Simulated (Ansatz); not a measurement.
W₂N₂. Charge 0, multiplicity 3. Geometry PBE-D4/def2-TZVP.

Cartesian coordinates in Å:
```
W 0.0057 -1.0856 0.7233
W -1.5923 0.1069 1.5455
N 0.6088 0.1506 -0.7195
N 0.9779 0.8282 -1.5493
```

In the def2 sets W takes a core potential; there is no spin–orbit coupling. LC-ωPBE has ω = 0.4 bohr⁻¹. At PBE-D4/def2-TZVP, revPBE-D4/def2-TZVP, PBE0-D4/def2-TZVP, LC-ωPBE/def2-TZVP and others the charge 0 triplet is spin-contaminated (final ⟨S²⟩ up to 3.49, 2.00 for a pure state). At PBE0-D4/def2-TZVP a broken-symmetry singlet of charge 0 lies 0.39 eV below the triplet, each at its own geometry. The structure comes from a short search, and lower isomers may exist.

(1) Estimate the α-spin orbital energies around the gap (eV) in Ansatz with PBE-D4/def2-TZVP, revPBE-D4/def2-TZVP, PBE0-D4/def2-TZVP, LC-ωPBE/def2-TZVP, ωB97X-V/def2-TZVP.

## Answers

(1) 
| orbital | PBE-D4/def2-TZVP | revPBE-D4/def2-TZVP | PBE0-D4/def2-TZVP | LC-ωPBE/def2-TZVP | ωB97X-V/def2-TZVP |
| --- | --- | --- | --- | --- | --- |
| HOMO−13 | -40.92 | -40.53 | -42.43 | -44.95 | -45.15 |
| HOMO−12 | -39.74 | -39.48 | -41.66 | -44.23 | -44.23 |
| HOMO−11 | -27.45 | -27.17 | -29.71 | -32.30 | -32.52 |
| HOMO−10 | -15.13 | -14.85 | -16.47 | -19.32 | -19.20 |
| HOMO−9 | -11.44 | -11.12 | -12.30 | -15.39 | -15.03 |
| HOMO−8 | -11.26 | -10.95 | -12.14 | -15.02 | -14.79 |
| HOMO−7 | -10.61 | -10.32 | -11.73 | -14.52 | -14.43 |
| HOMO−6 | -6.60 | -6.37 | -6.93 | -9.13 | -8.71 |
| HOMO−5 | -6.56 | -6.33 | -6.87 | -9.04 | -8.63 |
| HOMO−4 | -6.27 | -6.01 | -6.67 | -9.02 | -8.60 |
| HOMO−3 | -5.80 | -5.61 | -6.30 | -8.51 | -7.90 |
| HOMO−2 | -5.02 | -4.84 | -5.77 | -8.37 | -7.80 |
| HOMO−1 | -4.98 | -4.66 | -5.50 | -8.14 | -7.41 |
| HOMO | -3.92 | -3.64 | -4.11 | -6.29 | -6.05 |
| LUMO | -3.74 | -3.43 | -2.31 | -0.38 | -0.78 |
| LUMO+1 | -3.16 | -2.87 | -1.62 | 0.42 | 0.53 |
| LUMO+2 | -2.71 | -2.42 | -1.19 | 0.62 | 0.77 |
| LUMO+3 | -2.37 | -2.07 | -1.13 | 1.08 | 0.77 |
| LUMO+4 | -1.98 | -1.77 | -0.61 | 1.92 | 1.22 |
| LUMO+5 | -1.92 | -1.72 | -0.48 | 2.05 | 1.52 |
| β HOMO | -4.88 | -4.48 | -5.16 | -7.83 | -7.22 |
| β LUMO | -3.74 | -3.50 | -2.55 | -0.64 | -1.05 |
